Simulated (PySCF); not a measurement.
## Computed beside measured shifts

System: C12H14O (measured compound), SMILES O=C(c1ccccc1)C1CCCC1.

Atom-mapped SMILES (hydrogens are numbered by the atom that bears them): [O:1]=[C:2]([c:3]1[cH:4][cH:5][cH:6][cH:7][cH:8]1)[CH:9]1[CH2:10][CH2:11][CH2:12][CH2:13]1

Level of theory: GIAO KT3/pcSseg-2, gas phase, PySCF SCF with an in-house response code, fitting set def2-universal-JFIT, grid level 2, non-relativistic, geometry: PBE0-D3(BJ)/def2-SVP.

One optimised conformer. Values are averaged over the atoms that symmetry or fast rotation interchanges, on this one geometry and without vibrational averaging. Shifts are the reference shielding less the shielding here, at the same level (13C, 1H against isolated TMS; 17O against isolated H2O); nuclei without a reference have shieldings only.

Question: What shifts does this level give for C9, C10/13, C11/12, and how do they compare with measurement?

Answer: 
| atom | nucleus | computed / ppm | measured / ppm | computed less measured | measured against | medium of the measurement |
| --- | --- | --- | --- | --- | --- | --- |
| C9 | 13C | 46.1 | 46.4 | -0.3 | TMS | not stated per compound (mostly CDCl3 or CCl4) |
| C10/13 | 13C | 32.7 | 30 | 2.7 | TMS | not stated per compound (mostly CDCl3 or CCl4) |
| C11/12 | 13C | 31.5 | 26.3 | 5.2 | TMS | not stated per compound (mostly CDCl3 or CCl4) |

Measured values: Pretsch, Buehlmann, Badertscher, Structure Determination of Organic Compounds, 4th ed..
